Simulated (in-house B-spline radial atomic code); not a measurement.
A fraction x of an electron is moved 3d → 4f in Zr+, starting from [Kr] 4d2 5s1 and keeping the highest spin. Method: scalar-relativistic (X2C) r2SCAN0, spin-polarised, spherical fractional occupations, Fermi nucleus of rms radius 4.2694 fm. Calculated with an all-electron radial atomic-structure program (B-spline basis).

Caution: exact exchange at fractional occupations of open shells leaves self-interaction of up to several eV.

| x | E(x) - E(0) (eV) | 3d down level (eV) | 4f up level (eV) |
| --- | --- | --- | --- |
| 0 | 0.0000 | -190.043 | - |
| 0.125 | 23.7928 | -193.108 | -1.385 |
| 0.25 | 47.9372 | -196.166 | -1.571 |
| 0.375 | ? | ? | ? |
| 0.5 | 97.3133 | -202.277 | -1.852 |
| 0.625 | 122.5494 | -205.327 | -1.973 |
| 0.75 | 148.1517 | -208.369 | -2.086 |
| 0.875 | ? | ? | ? |
| 1 | 200.4534 | -214.420 | -2.295 |

Question: What belongs in the row x = 0.375?

Answer: An energy change of 72.4430 eV; 3d down at -199.222 eV, 4f up at -1.720 eV.

Question: What belongs in the row x = 0.875?

Answer: An energy change of 174.1200 eV; 3d down at -211.401 eV, 4f up at -2.193 eV.

Question: Check Janak's theorem between x = 0.125 and 0.25.

Answer: The slope of the energy is 193.16 eV; the orbital levels give 193.16 eV (ε of the receiving orbital less ε of the emptying one, averaged over the two points).
